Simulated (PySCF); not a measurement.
Structure with atom numbers: `[CH3:1][O:2][C@@H:3]([C:4](=[O:5])[OH:6])[Si@H:7]([NH2:8])[O:9][SiH3:10]` (H(Xn): hydrogen on atom n).

Computational details: shieldings: GIAO PBE0/pcSseg-1, coordinates at the GFN2-xTB level, in PySCF (gas phase, non-relativistic Hamiltonian, single conformer, averaged over atoms made equivalent by symmetry, fast rotation or ring inversion).

Scale: $^{13}$C (186.93 ppm), $^{1}$H (31.72 ppm), $^{29}$Si (349.16 ppm) against TMS; $^{17}$O (336.08 ppm) against H2O; $^{15}$N (267.73 ppm) against NH3 (reference shieldings calculated alike).

```
  atoms    nucleus  count  Hirshfeld charge  δ (ppm)
     N8   $^{15}$N      1             -0.32     26.6
     O5   $^{17}$O      1             -0.27        ?
     C1   $^{13}$C      1             -0.04     61.1
  H(C3)    $^{1}$H      1              0.04     3.77
 H(Si7)    $^{1}$H      1             -0.09     5.05
  H(C1)    $^{1}$H      3              0.04     3.56
     C3   $^{13}$C      1             -0.06     76.2
H(Si10)    $^{1}$H      3             -0.08        ?
  H(O6)    $^{1}$H      1              0.19     6.14
     O2   $^{17}$O      1             -0.13        ?
     O9   $^{17}$O      1             -0.30     39.9
     C4   $^{13}$C      1              0.20    179.1
  H(N8)    $^{1}$H      2              0.12     1.07
    Si7  $^{29}$Si      1              0.44        ?
   Si10  $^{29}$Si      1              0.39        ?
     O6   $^{17}$O      1             -0.17    210.9
```

Question: Estimate the values marked ?.

Answer: 
- H(Si10): 5.22 ppm, hydrogen on a silicon bonded to O
- O5: 429.9 ppm, carbonyl oxygen
- O2: 12.0 ppm, ether oxygen
- Si7: -36.3 ppm, silicon bonded to C, N, O, H
- Si10: -43.2 ppm, silicon bonded to O, 3 H

The OH or NH signal is concentration- and solvent-dependent in practice; the value given is the gas-phase one. Shifts are as computed. Against solution values, carbons near 30 ppm lie about +3 ppm off and those near 130 ppm about +5 ppm. Of 1309 compounds with measured shifts, 239 miss one by over three times the rms of a fit or turn the order of signals round; such compounds aren't used in these exercises. In solution the two oxygens of a carboxylic acid exchange roles by proton transfer and give one 17O line. Hydrogen bonding in solution shields acid and N–H amide carbonyl oxygens by tens of ppm. The C=O carbon of an acid or of an amide with N–H lies up to 10 ppm further downfield in solution, through hydrogen bonding that the calculation lacks. Unscaled 17O shifts of doubly bonded oxygen tend to come out too high, by tens of ppm or more. Experimental scales use liquid or dissolved standards, which lie at an offset from isolated NH3 (liquid NH3: subtract about 20 ppm) and H2O (liquid H2O: subtract about 36 ppm).
